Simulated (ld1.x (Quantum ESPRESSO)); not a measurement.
# Which change was made? (Mo, TM semilocal)

molybdenum (Mo), norm-conserving Troullier–Martins (semilocal form), made with ld1.x (Quantum ESPRESSO) 7.5 (LDA (PZ), scalar-relativistic). Core [Kr], reference 4d5 5s1 5p0. Waves: 5s (bound): rc 3.25 bohr; 5p (bound, empty): rc 3.25 bohr; 4d (bound): rc 2.30 bohr. Local part: the d channel. Core correction: none.

Cutoffs, loose and tight: the cutoffs (Ry, on a coarse ladder) from which the occupation-weighted sum of valence levels, in a spherical-Bessel basis at the reference potential, stays within 10 and 1 mRy of its value at 400 Ry. They do not see the model core or the augmentation charge, which bear on the density cutoff. Test errors are all-electron minus pseudo excitation energies from the reference, over the configurations 4d5 5s0 5p0; 4d4 5s0 5p0; 4d3 5s0 5p0; 4d2 5s0 5p0; 4d4 5s1 5p1; 4d5.5 5s0.5 5p0; 4d6 5s0 5p0 (two spin-polarised tests are not counted in the largest error); variants that change the core or the reference have their own tests.

The base gives: outcome: generated; cutoff, loose: 35 Ry; cutoff, tight: 40 Ry; bound ghosts: none; largest test error (meV): -33.

**Question.** After one change the result is: outcome: generated; cutoff, loose: 35 Ry; cutoff, tight: 40 Ry; bound ghosts: none; largest test error (meV): -380. Which change was it?
A. wave 5s (bound): rc 3.25 bohr becomes 5s (bound): rc 3.74 bohr
B. wave 5s (bound): rc 3.25 bohr becomes 5s (bound): rc 2.12 bohr
C. wave 5s (bound): rc 3.25 bohr becomes 5s (bound): rc 4.90 bohr
D. wave 5s (bound): rc 3.25 bohr becomes 5s (bound): rc 4.26 bohr

**Answer.** D. The others give: wave 5s (bound): rc 3.25 bohr becomes 5s (bound): rc 4.90 bohr → outcome: generated; cutoff, loose: 35 Ry; cutoff, tight: 40 Ry; bound ghosts: none; largest test error (meV): -751 | wave 5s (bound): rc 3.25 bohr becomes 5s (bound): rc 3.74 bohr → outcome: generated; cutoff, loose: 35 Ry; cutoff, tight: 40 Ry; bound ghosts: none; largest test error (meV): -159 | wave 5s (bound): rc 3.25 bohr becomes 5s (bound): rc 2.12 bohr → outcome: generated; cutoff, loose: 35 Ry; cutoff, tight: 40 Ry; bound ghosts: none; largest test error (meV): -60.
